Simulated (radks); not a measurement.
Values are calculated unless marked as measured or tabulated.
Charge is removed step by step from the 2p down level of the rubidium ion Rb28+, starting from [He] 2s2 2p(up 3, down 2). Code: a radial shooting solver on a logarithmic mesh with Libxc functionals. Model: scalar-relativistic Kohn-Sham, r2SCAN, spin-polarised, spherical densities, finite nucleus; meta-GGA in the generalised Kohn-Sham scheme; Fermi nuclear charge, rms radius 4.2036 fm.

removed (e)	E - E(0) (eV)	eigenvalue (eV)	E minus straight line (eV)
0	0.000	-3231.1	0.000
0.25	812.02	-3266.3	-13.132
0.5	1632.8	-3301.3	-17.483
0.75	2462.4	-3336.2	-13.087
1	3300.6	-3370.8	0.000

Removing the whole electron costs 3300.6 eV by Delta-SCF, against 3231.1 eV from minus the eigenvalue at the starting occupation. Slater's transition state (half an electron removed) gives 3301.3 eV. Integrating minus the eigenvalue over the occupation (Janak's theorem) gives 3301.2 eV. In this scalar-relativistic scheme the density is built from large components alone, so the theorem holds only approximately. The mean slope of the eigenvalue, de/dn, is 140 eV per electron. Ionisation energy of Rb28+ in the NIST Atomic Spectra Database: 3281 eV (semi-empirical).
